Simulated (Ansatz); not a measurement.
Molecule: C$_{2}$H$_{10}$OSi$_{2}$, net charge 0, singlet state. 
Geometry from a B3LYP-D3(BJ)/def2-TZVP (Ansatz, a quantum-chemistry and plane-wave program) optimisation:
SMILES: C[SiH2]O[SiH2]C
```xyz
15

C     -2.6212     1.0509     0.2830
Si    -1.5864    -0.4112    -0.2267
O     -0.0018    -0.0485    -0.0061
Si     1.5574    -0.5405    -0.1403
C      2.6789     0.8309     0.4338
H     -2.3768     1.9295    -0.3171
H     -3.6837     0.8335     0.1496
H     -2.4550     1.2983     1.3333
H     -1.9350    -1.6023     0.5878
H     -1.8202    -0.7395    -1.6555
H      1.7608    -1.7570     0.6859
H      1.8426    -0.8859    -1.5557
H      2.5373     1.7288    -0.1708
H      3.7259     0.5288     0.3528
H      2.4794     1.0867     1.4762
```

Computed values are from Ansatz. Valence correlation only, unless marked. UHF or UKS for open shells. No spin-orbit coupling. No relativistic terms. Basis-set limits of correlation are two-point, X^-3; Hartree-Fock from the larger set.

### Question
What is the T1 diagnostic at CCSD/cc-pV(Q+d)Z?

### Answer
0.010.

### Question
What is the atomisation energy De at CCSD(T)/CBS(cc-pV(T+d)Z,cc-pV(Q+d)Z)?

### Answer
5491.8 kJ/mol.

### Question
What is the dipole moment at CCSD(T)/aug-cc-pV(D+d)Z?

### Answer
0.85 D.

### Question
What is the total energy at CCSD(T)/CBS(cc-pV(T+d)Z,cc-pV(Q+d)Z)?

### Answer
-735.5531 Eh.
